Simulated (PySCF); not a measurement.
C2H7S, SMILES C[SH+]C, charge +1.

Geometry optimised at B3LYP-D3(BJ)/def2-SVP. The isomer is the one that the SMILES or the coordinates give; other isomers of the formula were not compared.

Calculation: TDDFT-PBE0/def2-SVPD (PySCF 2.14.0).

Vertical excitations. Isolated molecule, no solvent. State labels are in the subgroup Cs.

| state | symmetry | energy (eV) | λ (nm) | f | main pairs |
|---|---|---|---|---|---|
| S1 | A' | 8.10 | 153 | 0.030 | HOMO→LUMO 97 % |
| S2 | A" | 8.35 | 148 | 0.057 | HOMO→LUMO+1 95 % |
| S3 | A' | 8.99 | 138 | 0.025 | HOMO→LUMO+2 97 % |
| S4 | A" | 9.55 | 130 | 0.028 | HOMO−1→LUMO 81 %, HOMO−2→LUMO+1 16 % |
| S5 | A' | 9.87 | 126 | 0.007 | HOMO−1→LUMO+1 88 % |
| S6 | A' | 10.00 | 124 | 0.003 | HOMO−2→LUMO 86 % |
| S7 | A" | 10.05 | 123 | 0.038 | HOMO−2→LUMO+1 65 %, HOMO−1→LUMO 15 %, HOMO−1→LUMO+2 12 % |
| S8 | A" | 10.37 | 120 | 0.000 | HOMO−3→LUMO 81 %, HOMO−1→LUMO+2 15 % |
| S9 | A' | 10.44 | 119 | 0.008 | HOMO→LUMO+3 88 % |
| S10 | A' | 10.57 | 117 | 0.031 | HOMO−3→LUMO+1 77 % |
| T1 | A' | 6.91 | 180 | 0 | HOMO→LUMO 91 % |
| T2 | A" | 7.10 | 175 | 0 | HOMO→LUMO+1 95 % |
| T3 | A' | 8.32 | 149 | 0 | HOMO→LUMO+2 84 % |
| T4 | A' | 8.99 | 138 | 0 | HOMO−1→LUMO+1 62 %, HOMO−2→LUMO 18 % |
Triplets are in the Tamm–Dancoff approximation, which puts them higher than full response would, so one can lie above its singlet here.
